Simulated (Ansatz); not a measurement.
Two isomers of C2H6FNSi: A = `N/C=C(\F)[SiH3]`, B = `C=C(F)[SiH2]N`.

Calculated with Ansatz (gas phase, PBE0-D4/def2-TZVP geometries, no zero-point term in ΔE). CCSD(T)/CBS adds triple-zeta CCSD(T) − MP2 to the extrapolated MP2 energy (def2 sets, frozen cores). DFT in def2-TZVPP. B3LYP here is the variant with VWN-RPA as its local correlation; programs differ in this. Each species was taken in one conformer, which may not be the lowest.

Question: Which isomer does CCSD(T)/CBS put lower? Give the gap. (Best estimate.)

Answer: Ansatz gave: B, by 22.5 kcal/mol.

Question: Give E(B) − E(A) in kcal/mol with PBE0-D4, HF/def2-TZVPP, B3LYP-D4, B3LYP, PBE-D4, B2PLYP, r2SCAN-D4. (Estimate.)

Answer: Computed: PBE0-D4 -18.8, HF/def2-TZVPP -23.1, B3LYP-D4 -20.1, B3LYP -19.9, PBE-D4 -17.4, B2PLYP -21.2, r2SCAN-D4 -19.6. None reverses the order clearly.

Largest T1 diagnostic: 0.013.

From PBE to PBE0 (25 % exact exchange), in def2-TZVPP and without D4, E(B) − E(A) moves by −1.3 kcal/mol.
